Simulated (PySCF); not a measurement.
# Dipole response of Pb⁺ (lead, charge +1)

[Xe] 4f14 5d10 6s2 6p1, 2P determinant. Calculation: PySCF 2.14, in aug-cc-pwCVTZ-PP with ECP60MDF (8s7p6d4f1g, 96 functions); scalar relativity through the core potential. Coupled (time-dependent) response in atomic units; α is the mean over directions.

```csv
method,mean α (bohr³),"α xx, yy, zz",C₆ (like pair),S(−4)
UHF,28.78,"25.75, 34.85, 25.75",253.9,265.2
PBE,27.92,"24.03, 35.71, 24.03",239.9,284.6
PBE0,27.63,"24.10, 34.68, 24.10",238.8,263.1
```

S(−4) is the Cauchy moment in α(ω) = α(0) + S(−4) ω² + …

Spin-orbit coupling is absent.

α(iu) at PBE:

```
u (hartree)  α(iu) (bohr³)
          0          27.92
     0.0500          27.24
      0.100          25.46
      0.200          20.74
      0.300          16.53
      0.500          11.04
      0.750          7.493
       1.00          5.577
       1.50          3.579
       2.00          2.538
       3.00          1.478
       5.00         0.6729
```

For an ion, C₆ is the dispersion term alone; charge-induced terms of lower order in 1/R come first.

The components differ because the open shell of this determinant is not spherical; for a pure term their mean is the scalar polarisability.

Energies and moments cover only the electrons outside the core potential. Spin-orbit coupling, absent here, splits the open shell strongly.
